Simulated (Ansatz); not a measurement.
Geometry optimisation, Ansatz 0.2.0, UKS B3LYP-D4/6-31G*.

Input file:

```yaml
crystal:
  periodic: [false, false, false]
  atoms:
    - { symbol: Mg, position_ang: [-1.71274, 0.101874, 0.571272] }
    - { symbol: O, position_ang: [-0.073492, -0.460194, -0.431681] }
    - { symbol: C, position_ang: [0.329492, -0.069491, -1.727008] }
    - { symbol: Cl, position_ang: [-3.677719, 0.558194, 1.450376] }
    - { symbol: H, position_ang: [1.220009, 0.02516, 1.361091] }
    - { symbol: O, position_ang: [1.158414, 0.279334, 2.30049] }
    - { symbol: H, position_ang: [1.343437, -0.455437, -1.937133] }
    - { symbol: H, position_ang: [0.374365, 1.029347, -1.856984] }
    - { symbol: H, position_ang: [-0.332186, -0.473946, -2.514249] }
    - { symbol: H, position_ang: [1.370421, -0.534842, 2.783927] }
magnetization:
  spin_polarized: true
basis:
  gaussian: { orbitals: "6-31G*" }
hamiltonian:
  xc: b3lyp
  dispersion: d4
relax:
  f_tol: 0.03
  max_steps: 50
```

Command:

```bash
$ ansatz run input.yaml --threads 2 --pin off --max-ram 3072MiB --backend cpu --events-out ev --progress --plain --runs-dir out
```

Q: Where does it end, and by what steps?

A: The forces met the threshold. The force dipped under the threshold on the way, but the program's further checks kept it going. After 22 steps the energy has fallen by 1.124 eV; Cl4 moved furthest, 0.71 Å. Joined: Mg1–O6.

| step | energy less start (eV) | largest force component (eV/Å) | accepted |
| --- | --- | --- | --- |
| 0 | 0.0000 | 1.996 | yes |
| 1 | -0.3095 | 1.321 | yes |
| 2 | -0.5965 | 1.074 | yes |
| 3 | -0.8955 | 0.775 | yes |
| 4 | -1.0552 | 0.733 | yes |
| 5 | -1.0889 | 0.313 | yes |
| 6 | -1.0948 | 0.500 | yes |
| 7 | -1.1069 | 0.263 | yes |
| 8 | -1.1129 | 0.171 | yes |
| 9 | -1.1160 | 0.419 | yes |
| 10 | -1.1200 | 0.038 | yes |
| 11 | -1.1167 | 0.232 | no |
| 12 | -1.1203 | 0.013 | yes |
| 13 | -1.1210 | 0.055 | yes |
| 14 | -1.1213 | 0.066 | yes |
| 15 | -1.1217 | 0.118 | yes |
| 16 | -1.1224 | 0.074 | yes |
| 17 | -1.1232 | 0.019 | yes |
| 18 | -1.1236 | 0.033 | yes |
| 19 | -1.1235 | 0.105 | no |
| 20 | -1.1239 | 0.030 | yes |
| 21 | -1.1240 | 0.055 | yes |
| 22 | -1.1242 | 0.022 | yes |

```xyz
10
Properties=species:S:1:pos:R:3
Mg -1.168 0.136 0.928
O 0.113 -0.026 -0.387
C 0.401 -0.041 -1.753
Cl -3.231 0.080 1.738
H 0.995 0.104 1.172
O 0.549 0.267 2.054
H 1.089 -0.864 -2.005
H 0.882 0.898 -2.076
H -0.503 -0.174 -2.370
H 0.874 -0.380 2.698
```

The run took 100 s on 2 threads of Arm Neoverse V1, on a shared host, peak memory 0.28 GiB.
